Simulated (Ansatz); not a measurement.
The cluster Cd₆Se₆. Charge 0, multiplicity 1. Geometry PBE-D4/def2-SVP.

```xyz
12

Cd    2.113    1.325    1.508
Cd    2.177   -1.156   -3.322
Cd   -2.806   -0.483   -2.440
Cd   -0.720   -0.470   -4.504
Cd   -2.429   -0.717    0.354
Cd   -0.584    0.353    3.141
Se    0.168   -1.505   -0.539
Se    1.377    1.802    3.849
Se    2.358    1.586   -1.056
Se    1.225   -1.401    1.524
Se   -2.998   -0.280    2.737
Se    0.119    0.946   -1.250
```

In the def2 sets Cd takes a core potential; there is no spin–orbit coupling. Another isomer (singlet) lies 0.16 eV lower at PBE-D4/def2-SVP; other spin states weren't run for this one.

Estimate the orbital energies around the gap (eV) in Ansatz with PBE-D4/def2-SVP, r2SCAN-D4/def2-SVP.


```csv
orbital,PBE-D4/def2-SVP,r2SCAN-D4/def2-SVP
HOMO−9,-6.83,-7.08
HOMO−8,-6.64,-6.90
HOMO−7,-6.39,-6.67
HOMO−6,-6.19,-6.43
HOMO−5,-5.95,-6.22
HOMO−4,-5.88,-6.14
HOMO−3,-5.54,-5.78
HOMO−2,-5.40,-5.59
HOMO−1,-5.22,-5.45
HOMO,-4.96,-5.18
LUMO,-3.77,-3.86
LUMO+1,-3.70,-3.71
LUMO+2,-3.41,-3.39
LUMO+3,-3.03,-3.00
LUMO+4,-2.26,-2.13
LUMO+5,-2.14,-2.06
```
